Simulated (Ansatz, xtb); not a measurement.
**AlGaH3Sn: where a starting geometry ends**

The starting geometry of this gas-phase doublet was built from a drawn formula by distance geometry; its bonds are those of `[Ga][AlH][SnH2]`.

| atom | x (Å) | y (Å) | z (Å) |
| --- | --- | --- | --- |
| Al | -1.8826 | -0.7935 | 2.0130 |
| Ga | -3.9312 | -1.6143 | 2.9524 |
| Sn | -1.3639 | 0.9650 | 0.1113 |
| H | -0.6133 | -1.5343 | 2.6217 |
| H | -1.7267 | 0.4109 | -1.4762 |
| H | -2.3336 | 2.4688 | 0.4472 |

Problem. Predict what becomes of its bonds when it is optimised with r2SCAN-D4/def2-SVP.

Solution. New bonds form, giving a structure with H6 bridging Ga2 and Sn3, given below by its coordinates. Contacts that close: Ga2–Sn3 (4.62 → 2.94 Å), Ga2–H6 (5.05 → 1.87 Å).

The energy falls by 0.94 eV over 23 steps:

```
step  E − E(last) (eV)
   1             0.936
   3             0.644
   6             0.523
   8             0.470
  11             0.327
  13             0.060
  16             0.011
  18             0.002
  21             0.000
  23             0.000
```

Final geometry (Å):

```xyz
6

Al   -1.4460   -1.1775    1.8917
Ga   -3.6282    0.2283    2.3512
Sn   -1.5219    0.9857    0.4456
H    -0.3721   -2.0639    2.6666
H    -1.4874    1.0949   -1.2877
H    -3.3956    0.8351    0.6019
```

From the same start GFN2-xTB ends elsewhere, differing in Al1–H4 (2.04 against 1.59 Å here), Ga2–Sn3 (5.31 against 2.94 Å here), Ga2–H6 (4.77 against 1.87 Å here).

The end wasn't checked by frequencies. Open shells are spin-unrestricted. Atoms past krypton carry core potentials, without spin–orbit terms. Run with Ansatz 0.2.0, 2.3 min on 2 threads of Intel(R) Xeon(R) 6975P-C (Granite Rapids), on a shared host.
